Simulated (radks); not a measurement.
All-electron atom: the hafnium ion Hf+ in [Xe] 4f14 5d2.5 6s0.5 (fractional occupations, a model configuration).

Method: scalar-relativistic Kohn-Sham, PBE, spin-unpolarised, spherical densities, finite nucleus; Fermi nuclear charge, rms radius 5.347 fm; computed with a radial shooting solver on a logarithmic mesh with Libxc functionals.

Energy parts (hartree):
part                       energy
total                 -15075.8333
kinetic                16512.7855
electron-nucleus      -37171.8402
Hartree                 5890.6541
exchange-correlation    -307.4327

Orbitals (lengths in bohr, moments of r in powers of bohr; r(max) is where P^2 peaks; r(90%) holds 90 % of the orbital's charge):
| orbital | occ. | eigenvalue (hartree) | r(max) | <r^4> | <1/r> | r(90%) |
|---|---|---|---|---|---|---|
| 1s | 2 | -2398.678 | 0.01190 | 6.624e-07 | 83.78 | 0.0345 |
| 2s | 2 | -410.4212 | 0.06807 | 0.0001007 | 19.56 | 0.125 |
| 2p | 6 | -360.4788 | 0.05567 | 0.00007816 | 17.85 | 0.117 |
| 3s | 2 | -93.68400 | 0.1921 | 0.003732 | 7.238 | 0.306 |
| 3p | 6 | -78.75707 | 0.1898 | 0.003987 | 6.712 | 0.312 |
| 3d | 10 | -61.06890 | 0.1546 | 0.003093 | 6.350 | 0.293 |
| 4s | 2 | -19.04591 | 0.4374 | 0.08909 | 3.066 | 0.672 |
| 4p | 6 | -14.14745 | 0.4582 | 0.1187 | 2.792 | 0.724 |
| 4d | 10 | -7.81115 | 0.4710 | 0.1796 | 2.476 | 0.804 |
| 4f | 14 | -0.83448 | 0.4546 | 0.9843 | 1.917 | 1.15 |
| 5s | 2 | -2.67715 | 1.016 | 3.152 | 1.171 | 1.64 |
| 5p | 6 | -1.52598 | 1.160 | 6.674 | 0.9722 | 1.98 |
| 5d | 2.5 | -0.31432 | 1.688 | 87.89 | 0.5640 | 3.76 |
| 6s | 0.5 | -0.38850 | 2.806 | 216.1 | 0.3878 | 4.75 |

The highest occupied level is 5d at -8.553 eV. The electron density at the nucleus is 1.282e+06 e/bohr^3 (large components only). The density falls to 0.001 e/bohr^3 at r = 4.34 bohr.
